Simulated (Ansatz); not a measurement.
Molecule: CH₈N₃Si, net charge 0, doublet state. It need not be the lowest isomer of its formula. SMILES: C[Si]([NH])(N)N
Coordinates optimised at B3LYP-D3(BJ)/def2-TZVP (Ansatz, a quantum-chemistry and plane-wave program):
```
Si
N 1 1.7089
H 2 1.0052 1 123.89
H 2 1.0058 3 113.36 1 164.20
N 1 1.7194 2 106.67 3 -52.35
H 5 1.0072 1 122.08 2 160.51
H 5 1.0077 6 111.93 1 -154.00
N 1 1.7605 2 102.12 3 -176.31
H 8 1.0225 1 113.28 2 166.68
C 1 1.8728 2 117.15 3 67.02
H 10 1.0913 1 110.90 2 64.01
H 10 1.0929 11 107.97 1 120.64
H 10 1.0930 11 107.88 12 116.42
```
Charge 0, spin multiplicity 2.

Property: atomisation energy (electronic, to ground-state atoms), in kcal/mol. Correlated levels leave the core frozen unless marked. Open shells are spin-unrestricted. Spin-orbit coupling is left out. No relativistic terms. The coupled-cluster limit lacks core correlation, which all-electron functionals hold. CBS(X,Y): correlation extrapolated as X^-3; Hartree-Fock from the larger set. The bracket is a focal-point correction in the basis named.

| level | program | atomisation energy (kcal/mol) |
|---|---|---|
| PBE-D3(BJ)/def2-TZVPD | Ansatz + dftd3 | 1124.9 |
| r2SCAN/def2-TZVPD | Ansatz | 1099.1 |
| B3LYP-D3(BJ)/def2-TZVPD | Ansatz + dftd3 | 1112.1 |
| PBE0/STO-3G | Ansatz | 1207.6 |
| PBE0/def2-TZVPD | Ansatz | 1097.4 |

**Question.** Predict the RI-MP2/CBS(cc-pV(T+d)Z,cc-pV(Q+d)Z)+[CCSD(T)-MP2]/cc-pV(T+d)Z result (Ansatz).

**Answer.** 1104.6 kcal/mol, so PBE0/def2-TZVPD differs from it by -7.2 kcal/mol.
